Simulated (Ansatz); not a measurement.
```yaml
crystal:
  periodic: [false, false, false]
  atoms:
    - {symbol: O, position_ang: [-0.307947, 1.682529, -0.924267]}
    - {symbol: Si, position_ang: [0.278949, 0.191615, -0.583814]}
    - {symbol: O, position_ang: [1.893836, 0.298398, -0.417631]}
    - {symbol: Si, position_ang: [-0.569033, -0.770330, 1.363200]}
    - {symbol: Cl, position_ang: [-0.227122, -1.023159, -2.186058]}
    - {symbol: H, position_ang: [2.692123, 0.812478, -1.094503]}
    - {symbol: H, position_ang: [2.392123, 0.762478, -1.094503]}
    - {symbol: H, position_ang: [-2.047279, -0.869020, 1.234214]}
    - {symbol: H, position_ang: [-0.237872, 0.071354, 2.542471]}
    - {symbol: H, position_ang: [-0.001789, -2.130978, 1.544415]}
basis:
  gaussian: {orbitals: aug-cc-pVTZ}
magnetization: {spin_polarized: true, initial_magnetization: 2}
hamiltonian: {xc: {name: wB97}}
output: {forces: true}
```

```sh
$ ansatz run in.yaml --threads 4 --pin off --events-out ev --progress --plain --max-ram 10444MiB
```

Shortened log:

```
Functional definition: wB97
1770 factors; their error is unknown
771 factors; integrals over basis functions are off by at most 3.3e-5 eV
mean field evaluation 1: about -32423.2095 eV, gradient 5.3e1 eV
mean field evaluation 2: about -32397.8098 eV, gradient 9.4e1 eV
mean field evaluation 4: about -32434.5886 eV, gradient 1.0e1 eV
mean field evaluation 8: about -32435.6179 eV, gradient 7.1e-1 eV
mean field evaluation 16: about -32435.6178 eV, gradient 4.0e-2 eV
mean field evaluation 32: about -32435.6203 eV, gradient 6.2e-6 eV
mean field -32435.62025913 eV, -1191.9870588698 hartree, gradient 6.2e-6 eV, S^2 2.008659; 4 other end points of the search recorded, 1 dependent functions left out
reference -32435.62024380 eV, -1191.9870583068 hartree; 34, 32 occupied and 322, 324 virtual orbitals, 1770 factors
Total energy: -32435.62024380 eV, -1191.9870583068 hartree
Atom 0 at    -0.307947     1.682529    -0.924267 Å, force    -0.699689     0.778830    -0.243098 eV/Å
Atom 1 at     0.278949     0.191615    -0.583814 Å, force    -0.758066    -1.152571    -0.133959 eV/Å
Atom 2 at     1.893836     0.298398    -0.417631 Å, force    -8.189927    -7.919915    11.080843 eV/Å
Atom 3 at    -0.569033    -0.770330     1.363200 Å, force    -0.379832     0.064539     0.362170 eV/Å
Atom 4 at    -0.227122    -1.023159    -2.186058 Å, force     0.106083     0.349660     0.180314 eV/Å
Atom 5 at     2.692123     0.812478    -1.094503 Å, force   116.501592    21.487630    -3.709199 eV/Å
Atom 6 at     2.392123     0.762478    -1.094503 Å, force  -106.755266   -13.678993    -7.302529 eV/Å
Atom 7 at    -2.047279    -0.869020     1.234214 Å, force     0.063250    -0.000256    -0.017395 eV/Å
Atom 8 at    -0.237872     0.071354     2.542471 Å, force     0.032974    -0.017078    -0.079209 eV/Å
Atom 9 at    -0.001789    -2.130978     1.544415 Å, force     0.078880     0.088154    -0.137937 eV/Å
Dipole moment:     0.017882    -0.146429     0.257717 e Å
```

**Question.** Something in this input is off. What?

**Answer.** One atom was put on top of another. The calculation finished and met its thresholds. The result belongs to that input, not to the molecule as meant.
